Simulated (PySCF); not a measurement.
Species: Al2H4, charge -1, multiplicity 2. It need not be the lowest isomer of its formula. 
Geometry from a B3LYP-D3(BJ)/def2-TZVP (Ansatz) optimisation:
```
Al
H 1 1.6207
H 1 1.6207 2 110.39
Al 1 2.4841 2 124.81 3 -180.00
H 4 1.6207 1 124.81 2 180.00
H 4 1.6207 5 110.39 1 -180.00
```
Charge -1, spin multiplicity 2.

Dispersion corrections to the total energy (kcal/mol) from the dftd3 and dftd4 libraries through PySCF: D3(BJ) without and D4 with the three-body term, each with the damping fitted for the functional named.

```json
[
 {"functional": "LC-wPBE", "D3(BJ)": "-1.87", "D4": "-2.86"},
 {"functional": "B2PLYP", "D3(BJ)": "-1.78", "D4": "-1.76"},
 {"functional": "B3LYP", "D3(BJ)": "…", "D4": "-4.11"},
 {"functional": "TPSSh", "D3(BJ)": "…", "D4": "-3.07"},
 {"functional": "BLYP", "D3(BJ)": "-3.93", "D4": "-5.39"},
 {"functional": "BP86", "D3(BJ)": "-3.27", "D4": "-3.53"},
 {"functional": "revPBE", "D3(BJ)": "…", "D4": "-6.65"}
]
```

**Question.** Fill in the missing entries.

**Answer.** 
- B3LYP, D3(BJ): -3.31
- TPSSh, D3(BJ): -2.12
- revPBE, D3(BJ): -3.90
